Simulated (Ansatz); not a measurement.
Ansatz (a program for electronic structure) input (B3LYP-D3(BJ)/def2-TZVP):

Ansatz 0.2 input:
```yaml
crystal:
  periodic: [false, false, false]
  atoms:
    - {symbol: Si, position_ang: [0.02110908, -0.59694278, -0.13085940]}
    - {symbol: N, position_ang: [1.36907436, 0.41879659, -0.49896239]}
    - {symbol: N, position_ang: [-1.40282567, 0.03336249, 0.61702170]}
    - {symbol: H, position_ang: [0.53938460, -1.56921011, 0.82538201]}
    - {symbol: H, position_ang: [-0.43015424, -1.09083594, -1.42750493]}
    - {symbol: H, position_ang: [1.96525552, 0.76848274, 0.23222306]}
    - {symbol: H, position_ang: [1.32191929, 1.08108080, -1.25514537]}
    - {symbol: H, position_ang: [-1.40887194, 0.27389056, 1.59388852]}
    - {symbol: H, position_ang: [-2.02721996, 0.63573381, 0.10699955]}
basis:
  gaussian:
    orbitals: def2-TZVP
hamiltonian:
  xc: b3lyp
  dispersion: d3bj
relax: {f_tol: 0.002, max_steps: 150}
```

End of the output:

```
mean field evaluation 64: about -10959.3214 eV, gradient 2.3e-1 eV
mean field -10959.34802858 eV, -402.7486115374 hartree, gradient 1.6e-5 eV, S^2 0.000000; 1 other end points of the search recorded, 0 dependent functions left out
the calculation of the forces begins
reference -10959.34826768 eV, -402.7486203241 hartree; 17, 17 occupied and 118, 118 virtual orbitals, 835 factors
Total energy: -10959.60478782 eV, -402.7580472654 hartree
Atom 0 at     0.019298    -0.569256    -0.125668 Å, force     0.000090    -0.000443     0.000281 eV/Å
Atom 1 at     1.365870     0.440485    -0.490440 Å, force     0.000885     0.001159    -0.000430 eV/Å
Atom 2 at    -1.399998     0.055449     0.623490 Å, force    -0.000988     0.000713     0.000419 eV/Å
Atom 3 at     0.536465    -1.590589     0.810639 Å, force     0.000107     0.000048     0.000034 eV/Å
Atom 4 at    -0.428489    -1.106962    -1.428594 Å, force    -0.000104     0.000137     0.000005 eV/Å
Atom 5 at     1.993508     0.762901     0.229134 Å, force    -0.000229    -0.000645    -0.000058 eV/Å
Atom 6 at     1.350737     1.076294    -1.272207 Å, force    -0.000257    -0.000340     0.000296 eV/Å
Atom 7 at    -1.422971     0.276016     1.606577 Å, force     0.000340    -0.000204    -0.000391 eV/Å
Atom 8 at    -2.066750     0.610020     0.110113 Å, force     0.000155    -0.000424    -0.000156 eV/Å
Dipole moment:    -0.019705     0.442183     0.103947 e Å
```
